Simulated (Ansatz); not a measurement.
Ansatz (a quantum-chemistry and plane-wave program) input:

Ansatz 0.2 input:
```yaml
crystal:
  periodic: [false, false, false]
  atoms:
    - {symbol: O, position_ang: [2.54337867, -0.20297214, -0.22127023]}
    - {symbol: C, position_ang: [1.48526247, -0.19671782, 0.35406590]}
    - {symbol: C, position_ang: [0.22251529, 0.30545071, -0.21721732]}
    - {symbol: C, position_ang: [-0.80071793, 0.97960813, 0.70474372]}
    - {symbol: C, position_ang: [-1.07115216, -0.36433907, 0.17244047]}
    - {symbol: F, position_ang: [-2.01079431, -0.49614349, -0.81379430]}
    - {symbol: H, position_ang: [1.40286716, -0.58506376, 1.39420051]}
    - {symbol: H, position_ang: [0.27990607, 0.67478841, -1.23219863]}
    - {symbol: H, position_ang: [-1.34242310, 1.80856646, 0.27250203]}
    - {symbol: H, position_ang: [-0.55526505, 1.07742978, 1.75418328]}
    - {symbol: H, position_ang: [-1.05041173, -1.23066387, 0.82142672]}
basis:
  gaussian:
    orbitals: def2-TZVP
hamiltonian:
  xc: {name: PBE0}
```

Task: Predict the final energy.

Result: -330.22263 Eh (PBE0/def2-TZVP). The basis has 216 functions.
